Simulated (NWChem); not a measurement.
# C4H9O2, doublet; SMILES O(C)C[C](O)C

```xyz
15

C     -0.1246     2.5983     0.0095
O      0.2983     1.2887    -0.3090
C     -0.6595     0.2855     0.0218
C      0.0117    -1.0407    -0.1547
C     -0.7462    -2.3178    -0.0436
O      1.3037    -1.0983     0.3060
H      0.6922     3.2744    -0.2560
H     -0.3472     2.7040     1.0831
H     -1.0223     2.8816    -0.5612
H     -1.5551     0.3620    -0.6156
H     -0.9925     0.4475     1.0715
H     -1.6863    -2.2611    -0.6040
H     -0.1559    -3.1505    -0.4433
H     -0.9976    -2.5746     1.0020
H      1.6456    -0.1869     0.2386
```
Atoms are numbered in this order, from 1.

Level: B3LYP/6-31G* (spherical d), spin-unrestricted (NWChem), optimised geometry, unscaled harmonic frequencies. 

```csv
frequency (cm⁻¹),IR intensity (km/mol)
89,1.0
105,2.0
158,1.0
186,0.7
235,5.1
345,4.0
355,2.3
392,2.4
526,11.1
585,104.6
853,4.6
955,18.1
991,8.2
1017,33.3
1070,5.3
1157,166.7
1169,50.8
1189,1.2
1228,41.8
1250,7.9
1359,93.2
1387,101.4
1440,19.2
1469,21.6
1496,5.8
1500,4.5
1515,6.2
1526,3.1
1527,9.4
1545,2.5
2861,79.4
2959,61.8
2998,62.9
3011,51.5
3046,61.8
3073,22.1
3119,21.6
3140,30.5
3662,79.8
```

The zero-point energy comes out as 80.7 kcal/mol. The thermal correction to the enthalpy at 298.15 K (with zero-point energy) is 86.2 kcal/mol and the heat capacity Cv is 26.2 cal/(mol K). The entropy at 298.15 K and 1 atm (symmetry number 1, electronic part: spin degeneracy alone) comes out as 86.6 cal/(mol K) and the dipole moment is 2.35 D.

Rigid rotor and harmonic oscillator; modes under 100 cm⁻¹ make the entropy uncertain.
